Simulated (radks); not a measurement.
Neutral xenon inside a hard spherical wall (all orbitals vanish at R), configuration held at [Xe] and not refilled when levels cross. All-electron calculation, scalar-relativistic Kohn-Sham, r2SCAN, spin-unpolarised, spherical densities, finite nucleus; meta-GGA in the generalised Kohn-Sham scheme; Fermi nuclear charge, rms radius 4.7859 fm. Program: a radial shooting solver on a logarithmic mesh with Libxc functionals. Eigenvalues in eV, with the zero of energy where the potential of the charges vanishes at infinity; a dash marks a level that is unbound or too diffuse for the functional's potential to be trusted. A positive occupied level is held by the wall or, in an anion where self-interaction has pushed it up, behind a barrier. The pressure on the wall is -dE/dV.

R (bohr)  E (hartree)  kinetic (hartree)    e(4p)    e(4d)    e(5s)   e(5p)  e(6s, empty)  e(5d, empty)  pressure (GPa)
free      -7448.02891           7832.280  -144.68  -60.636  -20.422  -8.585             -             -               0
20        -7448.02891           7832.280  -144.68  -60.636  -20.422  -8.585             -             -        < 0.0001
10        -7448.02889           7832.280  -144.68  -60.633  -20.420  -8.583         0.849         2.717        0.000963
6         -7448.01313           7832.416  -144.11  -60.072  -19.977  -8.133         5.506         5.317            1.66
5         -7447.94902           7832.852  -142.73  -58.716  -18.950  -7.012        11.142         7.908            12.3
4         -7447.60734           7834.730  -138.38  -54.482  -15.694  -3.179        26.312        14.740             106
3.5       -7447.03106           7837.433  -133.63  -49.889  -11.810   1.585        43.151        22.335             337
3         -7445.58357           7843.440  -125.53  -42.150   -4.101  11.142        74.437        36.605            1180
2.5       -7441.65343           7858.201  -111.31  -28.625   13.132  32.211        137.15        65.827            4830
2         -7429.33038           7901.231  -83.240   -1.153   59.595  86.825        279.16        134.16           25500
